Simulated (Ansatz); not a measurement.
Several settings on one geometry of diphenyliodonium chloride (C₁₂H₁₀ClI) (that of the charge 0 singlet, r2SCAN-D4/def2-SVP). Ansatz on 4 threads of Arm Neoverse V2 on a shared host; times are rough.

```xyz
24

Cl   -1.641   -1.118    0.947
C    -1.642    4.115    2.105
C    -0.992    4.205    0.873
C    -0.419    3.062    0.295
C    -0.520    1.859    0.987
I     0.670    0.220    0.079
C     0.882   -1.744   -0.946
C     1.504   -1.636   -2.186
C     1.844   -2.820   -2.857
C     1.555   -4.059   -2.280
C     0.924   -4.126   -1.033
C     0.569   -2.957   -0.350
C    -1.171    1.732    2.207
C    -1.728    2.886    2.770
H    -2.094    5.007    2.549
H    -0.935    5.160    0.343
H     0.088    3.124   -0.673
H     1.722   -0.662   -2.635
H     2.325   -2.763   -3.838
H     1.815   -4.980   -2.809
H     0.698   -5.097   -0.581
H     0.043   -2.979    0.608
H    -1.259    0.754    2.687
H    -2.236    2.817    3.737
```

Totals from different functionals, basis sets or treatments of relativity can't be compared as stabilities.

In the def2 sets I takes a core potential; there is no spin–orbit coupling.

Problem. Give the basis size and estimate the energy, ⟨S²⟩, dipole and time of these runs.

| run | method | charge | state | further keys |
| --- | --- | --- | --- | --- |
| 1 | RKS BHLYP/def2-mTZVPP | 0 | singlet | final_grid: {core_spheres: 20, valence_spheres: 16, degree: 47}; scf: {omitted_lower_state_checks: [starts]}; forces asked |
| 2 | RKS ωB97X/def2-TZVP | 0 | singlet | point_charges: [{charge: 1.00, position_ang: [6.929, 0.013, 0.698]}]; scf: {lower_state_search: off}; forces asked |
| 3 | RKS ωB97X-V/def2-mTZVP | 0 | singlet | pseudopotentials: {relativity: none} |

Solution. 
```tsv
run	functions	energy (Eh)	⟨S²⟩	dipole (D)	wall time
1	341	-1220.7905	–	4.34	32 s
2	519	-1221.1694	–	3.18	60 s
3	316	-1220.9110	–	–	39 s
```
